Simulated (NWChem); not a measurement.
System: C3H4ClF; SMILES C/C(F)=C\Cl

Input file for NWChem:

```
start job
memory heap 200 mb stack 900 mb global 1100 mb
geometry units angstroms noautosym nocenter noautoz
  C     -1.431734     1.040790     0.000000
  C      0.043901     0.847522     0.000000
  F      0.729366     2.017382     0.000000
  C      0.769472    -0.271326     0.000000
  Cl     0.073235    -1.869861     0.000000
  H     -1.736018     1.614472     0.883843
  H     -1.955754     0.083928     0.000000
  H     -1.736018     1.614472    -0.883843
  H      1.851443    -0.250441     0.000000
end
basis spherical
  * library pcsseg-1
end
dft
  xc pbe0
  iterations 150
end
property
  shielding 8 1 2 3 4 5 6 7 9
end
task dft property
```

NWChem printed, in part:

```
             Northwest Computational Chemistry Package (NWChem) 7.3.0
             --------------------------------------------------------

                             Geometry "geometry" -> ""
                             -------------------------

 Output coordinates in angstroms (scale by  1.889725989 to convert to a.u.)

  No.       Tag          Charge          X              Y              Z
 ---- ---------------- ---------- -------------- -------------- --------------
    1 C                    6.0000    -1.43173400     1.04079000     0.00000000
    2 C                    6.0000     0.04390100     0.84752200     0.00000000
    3 F                    9.0000     0.72936600     2.01738200     0.00000000
    4 C                    6.0000     0.76947200    -0.27132600     0.00000000
    5 Cl                  17.0000     0.07323500    -1.86986100     0.00000000
    6 H                    1.0000    -1.73601800     1.61447200     0.88384300
    7 H                    1.0000    -1.95575400     0.08392800     0.00000000
    8 H                    1.0000    -1.73601800     1.61447200    -0.88384300
    9 H                    1.0000     1.85144300    -0.25044100     0.00000000

 Effective nuclear repulsion energy (a.u.)     209.1713947763

                              NWChem Property Module
                              ----------------------

  itol2e modified to match energy
  convergence criterion.

                                 NWChem DFT Module
                                 -----------------

 Summary of "ao basis" -> "ao basis" (spherical)
 ------------------------------------------------------------------------------
       Tag                 Description            Shells   Functions and Types
 ---------------- ------------------------------  ------  ---------------------
 C                          pcsseg-1                 7       17   3s3p1d
 F                          pcsseg-1                 7       17   3s3p1d
 Cl                         pcsseg-1                10       24   4s5p1d
 H                          pcsseg-1                 3        5   2s1p

  itol2e modified to match energy
  convergence criterion.

[...]

          -----------------------------------------
          Chemical Shielding Tensors (GIAO, in ppm)
          -----------------------------------------

                                NWChem CPHF Module
                                ------------------

  scftype          =     RHF
  nclosed          =       24
  nopen            =        0
  variables        =     2112
  # of vectors     =        3
  tolerance        = 0.10D-03
  level shift      = 0.00D+00
  max iterations   =       50
  max subspace     =       30

 SCF residual:    1.6413321056628135E-005

Iterative solution of linear equations
  No. of variables     2112
  No. of equations        3
  Maximum subspace       30
        Iterations       50
       Convergence  1.0D-04

   iter   nsub   residual    time
   ----  ------  --------  ---------
     1      3    4.07D-01      50.3
     2      6    2.78D-02      55.0
     3      9    2.60D-03      59.6
     4     12    8.14D-05      64.4

      Atom:    1  C
        Diamagnetic
    260.5524     -1.3211      0.0000
     -1.3211    245.2843     -0.0000
      0.0000     -0.0000    242.4988

        Paramagnetic
    -74.8388     -2.6692     -0.0000
     -2.6692    -86.9763      0.0000
     -0.0000      0.0000    -77.8377

        Total Shielding Tensor
    185.7137     -3.9903      0.0000
     -3.9903    158.3080      0.0000
      0.0000      0.0000    164.6611

           isotropic =     169.5609
          anisotropy =      25.0829

          Principal Components and Axis System
                 1           2           3
              186.2828    164.6611    157.7388

      1         0.9900     -0.0000      0.1412
      2        -0.1412      0.0000      0.9900
      3         0.0000      1.0000     -0.0000

      Atom:    2  C
        Diamagnetic
    258.2394     -0.0911      0.0000
     -0.0911    265.8030     -0.0000
      0.0000     -0.0000    229.8265

        Paramagnetic
   -288.9371    -70.6826     -0.0000
    -70.6826   -261.8123      0.0000
     -0.0000      0.0000   -162.1827

        Total Shielding Tensor
    -30.6978    -70.7737     -0.0000
    -70.7737      3.9907      0.0000
     -0.0000      0.0000     67.6439

           isotropic =      13.6456
          anisotropy =    -149.8006

          Principal Components and Axis System
                 1           2           3
              -86.2215     67.6439     59.5144

      1         0.7868     -0.0000     -0.6172
      2         0.6172      0.0000      0.7868
      3        -0.0000      1.0000     -0.0000

      Atom:    3  F
        Diamagnetic
    471.0283     10.7489     -0.0000
     10.7489    486.2097     -0.0000
     -0.0000     -0.0000    463.7517

        Paramagnetic
   -240.9861     43.6261      0.0000
     43.6261   -248.7178     -0.0000
      0.0000     -0.0000   -112.3245

        Total Shielding Tensor
    230.0422     54.3749      0.0000
     54.3749    237.4918     -0.0000
      0.0000     -0.0000    351.4273

           isotropic =     272.9871
          anisotropy =     117.6602

          Principal Components and Axis System
                 1           2           3
              351.4273    288.2694    179.2646

      1        -0.0000      0.6825      0.7309
      2        -0.0000      0.7309     -0.6825
      3         1.0000      0.0000     -0.0000

      Atom:    4  C
        Diamagnetic
    252.3742      3.6491      0.0000
      3.6491    278.8664     -0.0000
      0.0000     -0.0000    238.4300

        Paramagnetic
   -225.0572    -55.9953     -0.0000
    -55.9953   -222.6019     -0.0000
     -0.0000     -0.0000   -114.3967

[...]
```

Level: PBE0/pcSseg-1, GIAO. The geometry was optimised at B3LYP/6-31G* (spherical d). The output numbers the shielded atoms by their place in the input's list. The printed shielding anisotropy is the first printed principal value minus the mean of the other two.
